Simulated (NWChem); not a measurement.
# LiCl; SMILES [Li][Cl]

Results from NWChem. Pople sets run with spherical d functions. Structure relaxed at the B3LYP/6-31G* (spherical d) level. Core excitations by TDA in a window of 1s orbitals, non-relativistic and unshifted: absolute energies depend strongly on the exact-exchange share.

Task: What does the run give for Cl K edge, B3LYP/6-311G**? Quantities: first 1s excitation (eV); dipole oscillator strength of the first.

Result: 
```yaml
first 1s excitation (eV): 2758.1
dipole_oscillator_strength_of_the_first: 0.0002
```
